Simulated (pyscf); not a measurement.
Structures and frequencies: ωB97X-D3(BJ)/def2-SVP in PySCF. MP2 and CC: frozen core, UHF for open shells. ΔMP2 is the change of the MP2 total energy from the triple- to the quadruple-zeta basis.

PBE/def2-TZVP puts the barrier of InH [singlet] + •H₂C–Cl -> [Cl–CH₂–InH]• (addition; doublet surface; none broken, C–In formed) at -3.2 kcal/mol and the reaction energy at -23.0 kcal/mol, from the separated reactants. What do r²SCAN/def2-TZVP, B3LYP-D3(BJ)/def2-TZVP, CCSD(T)/def2-TZVPP + ΔMP2(QZVPP) give on the same structures?

r²SCAN: ΔE‡ = -4.1 kcal/mol, ΔE = -24.5 kcal/mol; B3LYP-D3(BJ): ΔE‡ = -4.7 kcal/mol, ΔE = -20.7 kcal/mol; CCSD(T): ΔE‡ = -4.1 kcal/mol, ΔE = -24.5 kcal/mol. PBE's barrier lies over all of them, by 0.9 to 1.5 kcal/mol. Its reaction energy lies among theirs. On the reactant side the descent ends in a complex, 6.8 kcal/mol under the separated species and 0.3 kcal/mol under the saddle at ωB97X-D3(BJ)/def2-TZVP. At PBE, r²SCAN, B3LYP-D3(BJ), CCSD(T) the saddle lies under the separated reactants, which points to a path from their complex (located at ωB97X-D3(BJ) alone). At ωB97X-D3(BJ) the barrier from the zero used here is -6.5 kcal/mol. [Cl–CH₂–InH]• lies 52.6 kcal/mol over its isomer [H₃C–In–Cl]• (electronic energy, ωB97M-D3(BJ)). This is the saddle that the search found; another between the same sides may lie lower. The CCSD(T) − MP2 part came from Ansatz, without density fitting, on the same reference. The frozen core leaves the outer d or s,p core shells of the metals and heavy elements correlated in the MP2 and CC values, and def2-TZVPP describes them poorly, which can shift differences by a few kcal/mol. Elements past Kr carry the def2 core potentials, without spin-orbit coupling.
